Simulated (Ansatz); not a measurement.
Input file for Ansatz (a program for electronic structure): R-CCSD(T)/cc-pV(D+d)Z on CH6SSi (SMILES CS[SiH3]), a point of a torsion scan. Files ending in .json are basis or fitting sets from the Basis Set Exchange.

Ansatz 0.2 input:
```yaml
crystal:
  periodic: [false, false, false]
  atoms:
    - {symbol: C, position_ang: [1.54040733, -0.09393975, 0.10684504]}
    - {symbol: S, position_ang: [0.31028505, 0.70883682, -0.97488354]}
    - {symbol: Si, position_ang: [-1.54688613, 0.10859087, -0.07709658]}
    - {symbol: H, position_ang: [1.40818743, -1.17054942, 0.07896687]}
    - {symbol: H, position_ang: [2.51481979, 0.16985365, -0.29020097]}
    - {symbol: H, position_ang: [1.43948972, 0.28058410, 1.12012516]}
    - {symbol: H, position_ang: [-2.24932765, 1.31978609, 0.32029309]}
    - {symbol: H, position_ang: [-1.19072006, -0.70590461, 1.07779438]}
    - {symbol: H, position_ang: [-2.28241749, -0.66402741, -1.06748751]}
basis:
  gaussian:
    orbitals: cc-pV_D+d_Z.json
magnetization: {spin_polarized: false}
correlation: {method: ccsd_t, electrons: outside_noble_gas}
scf: {lower_state_search: off}
```

It printed:

```
WARN ansatz: RAYON_NUM_THREADS=1 ignored (pool sized by the plan → 1); use --threads N
Functional definition: HF
these checks for a lower state are left out or cut short: stability, starts, cluster_reference, orbital_swaps, neighbouring_geometries, increment
integrals: 0.09 GiB planned
873 factors; integrals over basis functions are off by at most 9.9e-4 eV
mean field: 0.23 GiB planned
mean field evaluation 1: about -19804.3685 eV, gradient 1.8e1 eV
mean field evaluation 2: about -19804.4293 eV, gradient 1.8e1 eV
mean field evaluation 4: about -19805.7064 eV, gradient 2.3e0 eV
mean field evaluation 8: about -19805.7243 eV, gradient 1.1e-1 eV
mean field -19805.72440873 eV, -727.8469472187 hartree, gradient 5.9e-6 eV, S^2 0.000000; 0 other end points of the search recorded, 0 dependent functions left out
11 core orbitals not correlated
reference -19805.72440873 eV, -727.8469472187 hartree; 10, 10 occupied and 69, 69 virtual orbitals, 873 factors
second order -10.48892985 eV of doubles, -0.00000000 eV of singles
coupled cluster: 0.25 GiB planned
cycle   1  -11.52593407 eV  change    -1.0e0 eV  update   7.7e-2
cycle   2  -11.92008775 eV  change   -3.9e-1 eV  update   2.4e-2
cycle   3  -11.95397168 eV  change   -3.4e-2 eV  update   7.1e-3
cycle   4  -11.95246934 eV  change    1.5e-3 eV  update   2.2e-3
cycle   5  -11.95221269 eV  change    2.6e-4 eV  update   6.3e-4
cycle   6  -11.95207096 eV  change    1.4e-4 eV  update   1.9e-4
cycle   7  -11.95206262 eV  change    8.3e-6 eV  update   6.0e-5
cycle   8  -11.95206781 eV  change   -5.2e-6 eV  update   2.1e-5
perturbative correction -0.33069637 eV, -0.0121528675 hartree
Total energy: -19818.00717292 eV, -728.2983304769 hartree
Checks for a lower state left out: stability, starts, cluster_reference, orbital_swaps, neighbouring_geometries, increment
```

Self-consistency was reached.

Cost: very roughly 5 core-seconds.
